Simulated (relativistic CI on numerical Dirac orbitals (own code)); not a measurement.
Hf3+: L2,3 absorption edge

Computed with this model: Dirac-Coulomb-Breit CI, separate exchange-only KLI orbitals for each configuration, model QED (radiative potential, 1s self-energy scaled to tabulated hydrogen-like ionisation energies), valence Slater integrals scaled by 0.7, multiplet model of core-to-valence dipole absorption; configurations [Xe] 4f14 5d → [He] 2s2 2p5 3s2 3p6 3d10 4s2 4p6 4d10 4f14 5s2 5p6 5d2; 300 K; Lorentzian 7.5 eV and Gaussian 1 eV FWHM. Energies are those of the free ion, without screening or charge transfer. The branching ratio is the share of the lower-energy edge in the whole absorption, uncertain by about 0.02 where the edges overlap. S is read from ⟨S²⟩ = S(S + 1).

Field parameters in Wybourne normalisation: D3d B²₀ = −7Dσ, B⁴₀ = −14Dq − 21Dτ, B⁴₃ = −14√(10/7) Dq. The field is a parameter set, without covalency.

free ion: ground-state S = 0.50, centroid 9848.32 eV, branching ratio 0.756. Peaks (eV, height): 9560.5 (100), 10739.0 (32).

D3d, 10Dq = 25300, Dσ = 940, Dτ = 440 cm⁻¹: ground-state S = 0.50, centroid 9895.16 eV, branching ratio 0.716. Peaks (eV, height): 9561.0 (100), 10739.0 (40).

D3d, 10Dq = 44350, Dσ = -1120, Dτ = -160 cm⁻¹: ground-state S = 0.50, centroid 9883.59 eV, branching ratio 0.726. Peaks (eV, height): 9559.0 (100), 9562.0 (98), 10738.0 (39).

D3d, 10Dq = 34100, Dσ = -410, Dτ = 310 cm⁻¹: ground-state S = 0.50, centroid 9886.44 eV, branching ratio 0.724. Peaks (eV, height): 9560.5 (100), 10738.5 (39).

The statistical ratio of this edge is 2/3 = 0.667. Values above it arise where the holes sit mainly in the j = l + 1/2 valence subshell or the ground state has high spin; values below it where core-valence Coulomb terms move weight to the upper edge, as in nearly empty shells. At deep edges of heavy elements the radial integrals of the two core levels differ, which raises the baseline.

Strongest unbroadened transitions for D3d, 10Dq = 34100, Dσ = -410, Dτ = 310 cm⁻¹:

```
Energy (eV)  Relative strength
    9557.87               48.4
    9557.91               55.3
    9558.15               47.1
    9558.19               47.9
    9558.35               52.3
    9558.93               71.0
    9558.95               56.2
    9558.97               81.7
    9558.99               67.6
    9562.32               56.0
    9562.35               49.1
    9562.43               90.8
    9563.08              100.0
    9563.30               57.0
   10737.28               66.9
   10737.39               81.1
   10737.41               85.6
   10742.56               51.6
```
